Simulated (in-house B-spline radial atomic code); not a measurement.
Configurations of Tb IV (Tb3+), with energies counted from [Xe] 4f8. Method: scalar-relativistic (X2C) B3LYP, spin-polarised, spherical fractional occupations, exact exchange averaged over the configuration, Fermi nucleus of rms radius 5.06 fm. Calculated with a B-spline radial code for spherical atoms. Shells without spins written out take the highest spin.

Occupations are held fixed; configurations that lie above the ionisation limit could autoionise.

```tsv
configuration	E - E(ref) (eV)	highest orbital	its <r> (bohr)
[Xe] 4f7 5d1	7.3919	5d up	2.035
[Xe] 4f7 6s1	10.823	6s up	2.954
[Xe] 4f7 5f1	25.578	5f up	4.111
[Kr] 4d10 4f8 5s2 5p5 6s1	29.294	6s up	2.976
[Kr] 4d10 4f8 5s2 5p5 5f1	43.896	5f up	4.155
```

Q: Order these further configurations by energy, lowest first.
A. [Kr] 4d9 4f8 5s2 5p6 6d1
B. [Kr] 4d9 4f8 5s2 5p6 6p1
C. [Kr] 4d10 4f8 5s2 5p5 6p1
D. [Xe] 4f7 6p1
E. [Kr] 4d9 4f8 5s2 5p6 5d1

A: D (16.707 eV), C (35.132 eV), E (153.78 eV), B (163.12 eV), A (170.6 eV).

Q: How far above the reference does [Kr] 4d9 4f8 5s2 5p6 6s1 lie?

A: 157.23 eV; its least bound orbital is 6s up with <r> = 2.95 bohr.
